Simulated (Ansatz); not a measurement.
**CH11NSi4: where a starting geometry ends**

The starting geometry of this gas-phase singlet was optimised with GFN2-xTB; its bonds are those of `CN1[SiH2][SiH]([SiH3])[SiH2]1`.

```yaml
atoms:
  - { symbol: C, position_ang: [0.4857, -2.4336, 0.6285] }
  - { symbol: N, position_ang: [0.6347, -1.0049, 0.5794] }
  - { symbol: Si, position_ang: [0.5963, -0.0018, 2.0131] }
  - { symbol: Si, position_ang: [0.8566, 1.7419, 0.4741] }
  - { symbol: Si, position_ang: [-0.8128, 3.3106, 0.1426] }
  - { symbol: Si, position_ang: [1.0323, -0.1480, -0.8946] }
  - { symbol: H, position_ang: [1.4464, -2.9343, 0.7932] }
  - { symbol: H, position_ang: [-0.1857, -2.7167, 1.4402] }
  - { symbol: H, position_ang: [0.0693, -2.8034, -0.3095] }
  - { symbol: H, position_ang: [-0.6667, -0.2535, 2.7252] }
  - { symbol: H, position_ang: [1.6556, -0.3916, 2.9597] }
  - { symbol: H, position_ang: [2.1395, 2.4708, 0.6307] }
  - { symbol: H, position_ang: [-2.1300, 2.6941, -0.0336] }
  - { symbol: H, position_ang: [-0.9480, 4.2506, 1.2596] }
  - { symbol: H, position_ang: [-0.5900, 4.1439, -1.0429] }
  - { symbol: H, position_ang: [0.0287, -0.4869, -1.9163] }
  - { symbol: H, position_ang: [2.3158, -0.6146, -1.4468] }
```

Task: Where would you expect an optimisation with PBE-D3(BJ)/def2-SVP to take it?

Result: It keeps its bonds, and is `CN1[SiH2][SiH]([SiH3])[SiH2]1`.

The energy falls by 0.38 eV over 13 steps:

```
step  E − E(last) (eV)
   1             0.377
   2             0.037
   4             0.009
   5             0.005
   6             0.004
   8             0.002
   9             0.001
  10             0.000
  12             0.000
  13             0.000
```

Final geometry (Å):

```xyz
17

C     0.3441   -2.4745    0.6086
N     0.6266   -1.0455    0.5794
Si    0.6759    0.0426    1.9794
Si    1.0529    1.8389    0.4986
Si   -0.8419    3.1689    0.1465
Si    1.1010   -0.0993   -0.8440
H     1.2576   -3.0907    0.7762
H    -0.3766   -2.7225    1.4176
H    -0.1125   -2.8109   -0.3472
H    -0.6194    0.0111    2.7584
H     1.7801   -0.2567    2.9689
H     2.3310    2.6183    0.6519
H    -2.0307    2.2546    0.0135
H    -1.0789    4.1069    1.3007
H    -0.7155    3.9856   -1.1125
H     0.0913   -0.2262   -1.9621
H     2.4426   -0.4779   -1.4311
```

No frequencies were run, so the end isn't proven a minimum. Run with Ansatz 0.2.0, 23 s on 4 threads of Arm Neoverse V1, with other jobs on the host.
